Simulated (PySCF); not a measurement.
**Atomic charges against the basis set**

C₄H₇B.
Structure used (PBE0-D3(BJ)/def2-SVP), in Å, numbered top down from 1:
```
atom  x, y, z in Å
B1     2.5073   -0.0633   -0.3717
C2     1.0296   -0.0672   -0.7797
C3     0.0413    0.0081    0.1499
C4    -1.3792    0.0123   -0.1338
C5    -2.3205    0.0915    0.8201
H6     3.3984   -0.1282   -1.1878
H7     2.7905    0.0070    0.8050
H8     0.7212   -0.1310   -1.8317
H9     0.3236    0.0722    1.2092
H10   -1.6752   -0.0539   -1.1872
H11   -3.3857    0.0928    0.5771
H12   -2.0489    0.1584    1.8784
```

PBE0 throughout (PySCF), one geometry, spherical d and f functions. Geometry: PBE0-D3(BJ)/def2-SVP, one conformer, isolated molecule. Atoms taken as equivalent share a column and are averaged. The first 7 of 11 kinds of atom are listed.

Mulliken charges (e):

```json
{"basis": "pcSseg-0", "functions": "59", "B1": "+0.213", "C2": "-0.565", "C3": "-0.180", "C4": "-0.261", "C5": "-0.391", "H6/H7": "+0.002", "H8": "+0.228"}
{"basis": "6-31G*", "functions": "84", "B1": "+0.021", "C2": "-0.237", "C3": "-0.128", "C4": "-0.113", "C5": "-0.386", "H6/H7": "-0.022", "H8": "+0.157"}
{"basis": "cc-pVDZ", "functions": "105", "B1": "-0.004", "C2": "+0.011", "C3": "-0.018", "C4": "-0.066", "C5": "-0.002", "H6/H7": "-0.037", "H8": "+0.005"}
{"basis": "def2-SVP", "functions": "105", "B1": "+0.006", "C2": "-0.047", "C3": "-0.024", "C4": "-0.049", "C5": "-0.053", "H6/H7": "-0.035", "H8": "+0.030"}
{"basis": "6-311+G(2d,p)", "functions": "177", "B1": "-0.053", "C2": "-0.265", "C3": "+0.115", "C4": "+0.041", "C5": "-0.398", "H6/H7": "-0.014", "H8": "+0.101"}
{"basis": "aug-cc-pVDZ", "functions": "178", "B1": "-1.194", "C2": "+0.216", "C3": "+1.060", "C4": "+1.306", "C5": "+0.388", "H6/H7": "+0.538", "H8": "-0.505"}
{"basis": "def2-TZVP", "functions": "197", "B1": "-0.057", "C2": "-0.213", "C3": "-0.011", "C4": "-0.096", "C5": "-0.253", "H6/H7": "+0.001", "H8": "+0.108"}
{"basis": "IGLO-III", "functions": "245", "B1": "+0.204", "C2": "-0.286", "C3": "-0.005", "C4": "-0.061", "C5": "-0.204", "H6/H7": "-0.068", "H8": "+0.086"}
{"basis": "cc-pVTZ", "functions": "248", "B1": "-0.057", "C2": "-0.191", "C3": "-0.024", "C4": "-0.075", "C5": "-0.244", "H6/H7": "-0.003", "H8": "+0.103"}
```

IAO charges (e):

```tsv
basis	functions	B1	C2	C3	C4	C5	H6/H7	H8
pcSseg-0	59	-0.018	-0.270	-0.058	-0.142	-0.262	+0.004	+0.139
6-31G*	84	+0.009	-0.283	-0.051	-0.136	-0.267	-0.003	+0.136
cc-pVDZ	105	-0.011	-0.280	-0.051	-0.138	-0.271	+0.003	+0.139
def2-SVP	105	-0.003	-0.275	-0.049	-0.135	-0.261	-0.001	+0.136
6-311+G(2d,p)	177	-0.008	-0.287	-0.054	-0.140	-0.282	+0.003	+0.142
aug-cc-pVDZ	178	-0.010	-0.285	-0.054	-0.140	-0.282	+0.003	+0.142
def2-TZVP	197	-0.008	-0.286	-0.053	-0.139	-0.281	+0.003	+0.142
IGLO-III	245	-0.009	-0.287	-0.054	-0.140	-0.283	+0.003	+0.143
cc-pVTZ	248	-0.009	-0.286	-0.053	-0.140	-0.281	+0.003	+0.142
```

Some averages cover members that differ in this geometry, most widely: H6/H7, Mulliken in aug-cc-pVDZ +0.459 to +0.618 e.

**Question.** Which scheme is steadiest as the basis changes?

**Answer.** Largest range over the bases for any column: IAO 0.03 e, Mulliken 1.57 e. IAO charges move least and Mulliken charges most, counted in e.

**Question.** How much do the charges still move between the two largest bases, IGLO-III and cc-pVTZ?

**Answer.** At most, over all atoms: Mulliken 0.261 e, IAO 0.002 e.

**Question.** What do the same runs give for the total energy, the frontier levels and the dipole moment?

**Answer.** 
```json
{"basis": "pcSseg-0", "energy (Eh)": "-180.7995", "HOMO (eV)": "-7.45", "LUMO (eV)": "-2.40", "μ (D)": "2.42"}
{"basis": "6-31G*", "energy (Eh)": "-181.1875", "HOMO (eV)": "-7.09", "LUMO (eV)": "-2.07", "μ (D)": "2.38"}
{"basis": "cc-pVDZ", "energy (Eh)": "-181.2025", "HOMO (eV)": "-7.25", "LUMO (eV)": "-2.27", "μ (D)": "2.36"}
{"basis": "def2-SVP", "energy (Eh)": "-181.0614", "HOMO (eV)": "-7.31", "LUMO (eV)": "-2.33", "μ (D)": "2.36"}
{"basis": "6-311+G(2d,p)", "energy (Eh)": "-181.2409", "HOMO (eV)": "-7.34", "LUMO (eV)": "-2.40", "μ (D)": "2.30"}
{"basis": "aug-cc-pVDZ", "energy (Eh)": "-181.2107", "HOMO (eV)": "-7.34", "LUMO (eV)": "-2.40", "μ (D)": "2.30"}
{"basis": "def2-TZVP", "energy (Eh)": "-181.2545", "HOMO (eV)": "-7.34", "LUMO (eV)": "-2.39", "μ (D)": "2.32"}
{"basis": "IGLO-III", "energy (Eh)": "-181.2601", "HOMO (eV)": "-7.34", "LUMO (eV)": "-2.40", "μ (D)": "2.29"}
{"basis": "cc-pVTZ", "energy (Eh)": "-181.2518", "HOMO (eV)": "-7.33", "LUMO (eV)": "-2.37", "μ (D)": "2.34"}
```

The dipole is fixed by the density alone, so its range of 0.13 D shows that the density itself changes with the basis, not only its division among atoms.
